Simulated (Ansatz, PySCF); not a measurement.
C6H5, SMILES [c]1ccccc1 (connectivity only; charge and spin as stated), charge +1, multiplicity 1. Atoms are numbered in the order given.

```xyz
11

C      0.0000     0.0000    -1.1916
C      0.0000    -1.2745    -0.8146
C      0.0000    -1.2165     0.6206
C      0.0000     0.0000     1.3067
C      0.0000     1.2165     0.6206
C      0.0000     1.2745    -0.8146
H      0.0000    -2.2006    -1.3929
H      0.0000    -2.1837     1.1348
H      0.0000     0.0000     2.3984
H      0.0000     2.1837     1.1348
H      0.0000     2.2006    -1.3929
```
Charge +1, spin multiplicity 1.

Coordinates come from a B3LYP-D3(BJ)/def2-SVP optimisation. The multiplicity is an assumed one; no other spin state was optimised. The isomer is the one that the SMILES or the coordinates give; other isomers of the formula were not compared.

Two levels are set side by side: PBE-D3(BJ)/def2-SVP (Ansatz, a program for electronic structure) and B3LYP-D3(BJ)/def2-SVP (Ansatz). Each level has its own optimised geometry; the coordinates shown are those of the second. Frequencies come from the Hessian of PySCF at each geometry. Differences are taken from unrounded values.

```json
[
 {"quantity": "mean bond length (Å)", "B3LYP-D3(BJ)": "1.254"},
 {"quantity": "bond C1–C2 (Å)", "B3LYP-D3(BJ)": "1.329"},
 {"quantity": "bond C1–C6 (Å)", "B3LYP-D3(BJ)": "1.329"},
 {"quantity": "bond C2–C3 (Å)", "B3LYP-D3(BJ)": "1.436"},
 {"quantity": "bond C3–C4 (Å)", "B3LYP-D3(BJ)": "1.397"},
 {"quantity": "bond C4–C5 (Å)", "B3LYP-D3(BJ)": "1.397"},
 {"quantity": "bond C5–C6 (Å)", "B3LYP-D3(BJ)": "1.436"},
 {"quantity": "bond C2–H7 (Å)", "B3LYP-D3(BJ)": "1.092"},
 {"quantity": "bond C3–H8 (Å)", "B3LYP-D3(BJ)": "1.095"},
 {"quantity": "bond C4–H9 (Å)", "B3LYP-D3(BJ)": "1.092"},
 {"quantity": "bond C5–H10 (Å)", "B3LYP-D3(BJ)": "1.095"},
 {"quantity": "bond C6–H11 (Å)", "B3LYP-D3(BJ)": "1.092"},
 {"quantity": "highest harmonic wavenumber (cm⁻¹)", "B3LYP-D3(BJ)": "3229"},
 {"quantity": "mean harmonic wavenumber (cm⁻¹)", "B3LYP-D3(BJ)": "1379"},
 {"quantity": "zero-point energy (kcal/mol)", "B3LYP-D3(BJ)": "53.22"}
]
```

**Question.** What does PBE-D3(BJ) give, and how far is it from B3LYP-D3(BJ)? (An estimate is asked for; the answer gives what the named calculation found.)

**Answer.** 
```
quantity                            PBE-D3(BJ)  PBE-D3(BJ) minus B3LYP-D3(BJ)
----------------------------------  ----------  -----------------------------
mean bond length (Å)                     1.261                          0.007
bond C1–C2 (Å)                           1.333                          0.004
bond C1–C6 (Å)                           1.333                          0.004
bond C2–C3 (Å)                           1.444                          0.008
bond C3–C4 (Å)                           1.400                          0.004
bond C4–C5 (Å)                           1.400                          0.004
bond C5–C6 (Å)                           1.444                          0.008
bond C2–H7 (Å)                           1.100                          0.008
bond C3–H8 (Å)                           1.105                          0.009
bond C4–H9 (Å)                           1.100                          0.009
bond C5–H10 (Å)                          1.105                          0.009
bond C6–H11 (Å)                          1.100                          0.008
highest harmonic wavenumber (cm⁻¹)        3164                            -65
mean harmonic wavenumber (cm⁻¹)           1341                            -38
zero-point energy (kcal/mol)             51.75                          -1.47
```

Exact exchange shortens and stiffens bonds; PBE has none. Differences between two approximate levels are no errors against the true value.
